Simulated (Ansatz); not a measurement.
Z-matrix (Å, degrees):
```
C
Re 1 2.074
H 1 1.092 2 109.1
H 1 1.092 2 109.1 3 120.0
H 1 1.092 2 109.1 3 -120.0
O 2 1.695 1 105.9 3 -180.0
O 2 1.695 1 105.9 3 -60.0
O 2 1.695 1 105.9 3 60.0
```

The species carries charge 0 and has multiplicity 1. Re: def2 effective core potential.

Problem. List the r2SCAN/def2-TZVPP orbital energies in eV (Ansatz 0.2.0). (An estimate is asked.)

Solution. The calculation gave: Occupied: -517.03, -517.03, -517.03, -274.16, -89.53, -50.83, -50.83, -50.37, -25.65, -24.96, -24.96, -19.16, -12.13, -12.13, -12.02, -12.02, -11.40, -10.65, -10.65, -9.96, -8.91, -8.63, -8.63, -8.42. Lowest empty: -3.58, -3.58, -1.55, -0.52, -0.52, -0.05, 2.02, 2.65.
